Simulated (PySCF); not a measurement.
Isomers of C7H15PSi, mass 158.068 u with the commonest isotopes. Method used: PBE0/pcSseg-1 in PySCF (dipole) on a GFN2-xTB geometry, gas phase. One conformer each, none proved a minimum here; rigid rotors.

**Question.** Order these by rotational constant A, largest first.
A. `[CH:1]#[C:2][CH2:3][P:4]([SiH3:5])[C:6]([CH3:7])([CH3:8])[CH3:9]` with C2–C3–P4–Si5 -59°
B. `[CH2:1]=[CH:2]/[P:3]=[C:4](/[SiH3:5])[C:6]([CH3:7])([CH3:8])[CH3:9]` with C1–C2–P3–C4 100°
C. `[CH:1]#[C:2][CH2:3][C:4]([CH3:5])([CH3:6])[CH2:7][SiH2:8][PH2:9]` with C2–C3–C4–C5 -64°, C3–C4–C7–Si8 58°, C4–C7–Si8–P9 180°, C7–Si8–P9–H -77° and -170°

**Answer.** A (1734 MHz), C (1547 MHz), B (1443 MHz).

**Question.** Order these by out-of-plane moment Σ m c² = (Ia + Ib − Ic)/2, largest first.
A. `[CH:1]#[C:2][CH2:3][C:4]([CH3:5])([CH3:6])[CH2:7][SiH2:8][PH2:9]` with C2–C3–C4–C5 -64°, C3–C4–C7–Si8 58°, C4–C7–Si8–P9 180°, C7–Si8–P9–H -77° and -170°
B. `[CH2:1]=[CH:2]/[P:3]=[C:4](/[SiH3:5])[C:6]([CH3:7])([CH3:8])[CH3:9]` with C1–C2–P3–C4 100°
C. `[CH:1]#[C:2][CH2:3][P:4]([SiH3:5])[C:6]([CH3:7])([CH3:8])[CH3:9]` with C2–C3–P4–Si5 -59°

**Answer.** A (86.96 u·Å²), C (75.05 u·Å²), B (71.72 u·Å²).

**Question.** Order these by rotational constant B, largest first.
A. `[CH2:1]=[CH:2]/[P:3]=[C:4](/[SiH3:5])[C:6]([CH3:7])([CH3:8])[CH3:9]` with C1–C2–P3–C4 100°
B. `[CH:1]#[C:2][CH2:3][P:4]([SiH3:5])[C:6]([CH3:7])([CH3:8])[CH3:9]` with C2–C3–P4–Si5 -59°
C. `[CH:1]#[C:2][CH2:3][C:4]([CH3:5])([CH3:6])[CH2:7][SiH2:8][PH2:9]` with C2–C3–C4–C5 -64°, C3–C4–C7–Si8 58°, C4–C7–Si8–P9 180°, C7–Si8–P9–H -77° and -170°

**Answer.** A (950.4 MHz), B (809.7 MHz), C (649.6 MHz).

```
                  SMILES  point group  Ia (u·Å²)  Ib (u·Å²)  Ic (u·Å²)      κ  μa (D)  μb (D)  μc (D)
     C#CCC(C)(C)C[SiH2]P           C1     326.61     778.00     930.69  -0.79    0.85    1.44    0.26
C=C/P=C(/[SiH3])C(C)(C)C           C1     350.18     531.73     738.47  -0.30    0.47    2.00    0.08
   C#CCP([SiH3])C(C)(C)C           C1     291.50     624.18     765.57  -0.72    1.25    0.45    1.15
```
